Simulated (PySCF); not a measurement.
**Computed properties of CrO₃, SMILES [Cr](=[O])(=[O])=[O], multiplicity 1**

CrO₃, SMILES [O]=[Cr](=[O])=[O], multiplicity 1. The structure is a stationary point at PBE0-D3(BJ)/def2-SVP. The multiplicity is an assumed one; other spin states were not compared. The isomer is the one that the SMILES or the coordinates give; other isomers of the formula were not compared. Other conformers were not sampled. All values are computed for the isolated molecule unless a solvent is named; none is compared with measurement here.

**Structure.** The optimised structure has C3v symmetry. All 6 harmonic modes at PBE0-D3(BJ)/def2-SVP (PySCF) are real, so it is a minimum. With heavy atoms numbered as in [Cr:1](=[O:2])(=[O:3])=[O:4], the shortest bond between them is Cr1–O2 at 1.552 Å and the longest Cr1–O4 at 1.552 Å.

**Vibrations.** The strongest infrared lines (harmonic, unscaled, degenerate partners summed) lie at 1146 cm⁻¹ (412 km/mol, O 67 %, Cr 33 %), 251 cm⁻¹ (68 km/mol, O 58 %, Cr 42 %), 1081 cm⁻¹ (7 km/mol, O 94 %). The softest mode is at 251 cm⁻¹ and the zero-point energy is 6.3 kcal/mol.

**Electronic structure.** HF/def2-TZVPD (PySCF) places the frontier levels at -13.52 and -1.48 eV, a gap of 12.04 eV, and gives a dipole moment of 3.45 D and a mean polarisability of 38.9 bohr³.

**Excitations.** TDA-CAM-B3LYP/def2-SVPD (PySCF) has S1 at 2.08 eV (596 nm, f = 0.000, dark); the most intense of the 10 singlets computed lies at 2.99 eV (f = 0.02). Strengths of degenerate partners are summed. T1 (TDA) is at 1.89 eV, 0.19 eV under S1.
